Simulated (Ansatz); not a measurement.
Isolated molecules relaxed with PBE0-D4/def2-TZVP in Ansatz; ΔE leaves out vibrations. CBS: MP2 limit from def2 TZ/QZ plus the TZ coupled-cluster correction, frozen cores. This one scheme is used for every species. Functionals use def2-TZVPP. One conformer a species, not always the lowest.

Reaction (silylene formation by 1,1-elimination): `CNC[SiH3]` → `CNC` + `[SiH2]`

Problem. Is it downhill or uphill in electronic energy at CCSD(T)/CBS, and by how much? (Best estimate.)

Solution. Computed: Uphill: ΔE = +223.5 kJ/mol.

Problem. What do these levels give: revPBE-D4, B97M-V, B2PLYP, HF/def2-SVP, CCSD/def2-TZVPP, HF/CBS(def2)? (Best estimate.)

Solution. Ansatz gave: revPBE-D4 223.4, B97M-V 216.6, B2PLYP 217.6, HF/def2-SVP 197.2, CCSD/def2-TZVPP 211.8, HF/CBS(def2) 201.6 kJ/mol.

Largest T1 diagnostic among the species: 0.014.

From PBE to PBE0 (25 % exact exchange), in def2-TZVPP and without D4, ΔE moves by +8.1 kJ/mol. In def2-TZVPP, CCSD(T) changes the Hartree–Fock value by +16.1 kJ/mol (the triples alone add +4.9 kJ/mol) and MP2 by +35.6 kJ/mol. Leaving LDA and LC-ωPBE aside and taking each functional with its dispersion term where it has one, the values, not all of them listed here, spread over 33.9 kJ/mol, from BLYP-D4 to r2SCAN0-D4. LDA lies +36.3 kJ/mol from PBE without D4.
